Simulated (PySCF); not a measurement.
## Finite-field polarisability of Xe (xenon, neutral)

[Xe], closed-shell 1S. Computed with PySCF 2.14 in aug-cc-pVTZ-DK3, with the spin-free X2C one-electron Hamiltonian (Gaussian nucleus). Frozen: [Kr] 4d10. Energy changes in a uniform field (μhartree):

| axis | F (au) | HF | MP2 | CCSD | CCSD(T) |
| --- | --- | --- | --- | --- | --- |
| x | 0.0027 | -96.919 | -99.749 | -99.757 | -100.274 |
| x | 0.0054 | -387.766 | -399.099 | -399.130 | -401.201 |

(1) Derive α along x at CCSD(T) from the two fields.

(2) And the mean polarisability at each level?

Answers

(1) With ΔE = −αF²/2 − γF⁴/24, α = −(16 ΔE(F) − ΔE(2F))/(6F²) = 27.51 bohr³.

(2) HF 26.59, MP2 27.36, CCSD 27.37, CCSD(T) 27.51 bohr³. Reference: 27.32 ± 0.2 bohr³ (recommended; Schwerdtfeger and Nagle, table of static dipole polarizabilities (2023 update)).
